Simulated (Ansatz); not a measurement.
System: sum formula TaOF2 (charge 0, doublet). The spin state was set by rule; other spins were not relaxed. 
Geometry from a B3LYP-D3(BJ)/def2-TZVP (Ansatz, a quantum-chemistry and plane-wave program) optimisation:
```xyz
4

Ta     0.0002    -0.0001     0.0000
O      1.5898    -0.5544    -0.3523
F     -0.6091    -0.4706     1.7282
F     -0.8054     0.9639    -1.4147
```
Charge 0, spin multiplicity 2.

Basis-set convergence of Hartree-Fock and CCSD correlation energies (hartree) with Ansatz. Valence correlation only, unless marked. Open shells are spin-unrestricted. No spin-orbit coupling. Frozen are the shells of the preceding noble gas and the d and f shells that filled before the atom's block. Past Kr the def2 sets carry scalar-relativistic core potentials.

```
basis       functions       E(HF)  E(corr, CCSD)
----------  ---------  ----------  -------------
def2-SVP           74  -330.06555       -0.68888
def2-TZVPP        149         [?]            [?]
```

Question: Some entries are withheld; supply them.

Answer: 
- def2-TZVPP, E(HF): -330.44051
- def2-TZVPP, E(corr, CCSD): -0.87714
